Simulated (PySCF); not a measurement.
I₂, charge -1, doublet, geometry from GFN2-xTB (a state made from the parent by changing its charge; the spin is typed, not shown lowest) (core potentials on I); B3LYP/def2-SVP run with PySCF.

The PySCF input:
```python
from pyscf import gto, scf, dft

mol = gto.M(
    atom='''
I    -0.000000   -0.000000   -1.707770
I     0.000000    0.000000    1.707770
''',
    basis='def2-svp',
    ecp={'I': 'def2-svp'},
    charge=-1,
    spin=1,
    verbose=4,
)

mf = dft.UKS(mol)
mf.xc = 'b3lyp'
mf.kernel()
mf.analyze()
```

**Question.** Write the output that PySCF gives for this input, abridged.

**Answer.** 
```
PySCF version 2.14.0

[INPUT] verbose = 4
[INPUT] num. atoms = 2
[INPUT] num. electrons = 51
[INPUT] charge = -1
[INPUT] spin (= nelec alpha-beta = 2S) = 1
[INPUT] symmetry False subgroup None
[INPUT] Mole.unit = angstrom
[INPUT] Symbol           X                Y                Z      unit          X                Y                Z       unit  Magmom
[...]
nuclear repulsion = 96.8326404682715
number of shells = 20
number of NR pGTOs = 122
number of NR cGTOs = 52
basis = def2-svp
ecp = {'I': 'def2-svp'}

******** <class 'pyscf.dft.uks.UKS'> ********
method = UKS
initial guess = minao
damping factor = 0
level_shift factor = 0
DIIS = <class 'pyscf.scf.diis.CDIIS'>
diis_start_cycle = 1
diis_space = 8
diis_damp = 0
SCF conv_tol = 1e-09
SCF conv_tol_grad = None
SCF max_cycles = 50
direct_scf = True
direct_scf_tol = 1e-13
number electrons alpha = 26  beta = 25
XC library pyscf.dft.libxc version 7.1.2
    S. Lehtola, C. Steigemann, M. J. T. Oliveira, and M. A. L. Marques,  SoftwareX 7, 1–5 (2018)
XC functionals = b3lyp
    P. J. Stephens, F. J. Devlin, C. F. Chabalowski, and M. J. Frisch,  J. Phys. Chem. 98, 11623 (1994)
radial grids:
    Treutler-Ahlrichs [JCP 102, 346 (1995); DOI:10.1063/1.469408] (M4) radial grids

becke partition: Becke, JCP 88, 2547 (1988); DOI:10.1063/1.454033
pruning grids: <function nwchem_prune>
grids dens level: 3
symmetrized grids: False
atomic radii adjust function: <function treutler_atomic_radii_adjust>
small_rho_cutoff = 0
Set gradient conv threshold to 3.16228e-05
tot grids = 43920
init E= -532.96149193028

cycle= 1 E= -593.200805354249  delta_E= -60.2  |g|= 2.75  |ddm|=  8.1
cycle= 2 E= -594.348241904671  delta_E= -1.15  |g|= 1.94  |ddm|= 7.05
cycle= 3 E= -595.686104258857  delta_E= -1.34  |g|= 0.148  |ddm|= 2.96
cycle= 4 E= -595.696660706857  delta_E= -0.0106  |g|= 0.0491  |ddm|= 0.325
cycle= 5 E= -595.698356708965  delta_E= -0.0017  |g|= 0.00556  |ddm|= 0.0654
cycle= 6 E= -595.698377574598  delta_E= -2.09e-05  |g|= 0.000437  |ddm|= 0.0112
cycle= 7 E= -595.698377700418  delta_E= -1.26e-07  |g|= 3.32e-05  |ddm|= 0.00107
cycle= 8 E= -595.698377701737  delta_E= -1.32e-09  |g|= 2.8e-06  |ddm|= 0.000113
cycle= 9 E= -595.69837770175  delta_E= -1.3e-11  |g|= 3.13e-07  |ddm|= 9.53e-06
Extra cycle  E= -595.698377701751  delta_E= -7.96e-13  |g|= 1.54e-07  |ddm|= 1e-06
converged SCF energy = -595.698377701751  <S^2> = 0.75167749  2S+1 = 2.0016768
**** SCF Summaries ****
Total Energy =                        -595.698377701750587
Nuclear Repulsion Energy =              96.832640468271478
One-electron Energy =                -1240.545503510187473
Two-electron Energy =                  548.014485340165379
Two-electron Coulomb Energy =          592.884084165408240
DFT Exchange-Correlation Energy =      -44.869598825242818
**** MO energy ****
                             alpha | beta                alpha | beta
[...]
spin_pop of  0 I 4s       -0.00000
spin_pop of  0 I 5s        0.00012
spin_pop of  0 I 6s        0.00860
spin_pop of  0 I 7s        0.00441
spin_pop of  0 I 4px       0.00009
spin_pop of  0 I 4py       0.00013
spin_pop of  0 I 4pz       0.00013
spin_pop of  0 I 5px       0.04295
spin_pop of  0 I 5py       0.00001
spin_pop of  0 I 5pz       0.00001
spin_pop of  0 I 6px       0.02996
spin_pop of  0 I 6py       0.00014
spin_pop of  0 I 6pz       0.00014
spin_pop of  0 I 7px       0.41051
spin_pop of  0 I 7py      -0.00025
spin_pop of  0 I 7pz      -0.00025
spin_pop of  0 I 4dxy     -0.00117
spin_pop of  0 I 4dyz     -0.00037
spin_pop of  0 I 4dz^2    -0.00117
spin_pop of  0 I 4dxz     -0.00025
spin_pop of  0 I 4dx2-y2    0.00002
spin_pop of  0 I 5dxy      0.00114
spin_pop of  0 I 5dyz      0.00373
spin_pop of  0 I 5dz^2     0.00114
spin_pop of  0 I 5dxz      0.00025
spin_pop of  0 I 5dx2-y2   -0.00002
spin_pop of  1 I 4s       -0.00000
spin_pop of  1 I 5s        0.00012
spin_pop of  1 I 6s        0.00860
spin_pop of  1 I 7s        0.00441
spin_pop of  1 I 4px       0.00009
spin_pop of  1 I 4py       0.00013
spin_pop of  1 I 4pz       0.00013
spin_pop of  1 I 5px       0.04295
spin_pop of  1 I 5py       0.00001
spin_pop of  1 I 5pz       0.00001
spin_pop of  1 I 6px       0.02996
spin_pop of  1 I 6py       0.00014
spin_pop of  1 I 6pz       0.00014
spin_pop of  1 I 7px       0.41051
spin_pop of  1 I 7py      -0.00025
spin_pop of  1 I 7pz      -0.00025
spin_pop of  1 I 4dxy     -0.00117
spin_pop of  1 I 4dyz     -0.00037
spin_pop of  1 I 4dz^2    -0.00117
spin_pop of  1 I 4dxz     -0.00025
spin_pop of  1 I 4dx2-y2    0.00002
spin_pop of  1 I 5dxy      0.00114
spin_pop of  1 I 5dyz      0.00373
spin_pop of  1 I 5dz^2     0.00114
spin_pop of  1 I 5dxz      0.00025
spin_pop of  1 I 5dx2-y2   -0.00002
In total            26.00000 | 25.00000

WARN: System has nonzero charge -1; the dipole moment is origin-dependent.
Location of origin: [0. 0. 0.]

Dipole moment(X, Y, Z, Debye): -0.00000, -0.00000,  0.00000
```
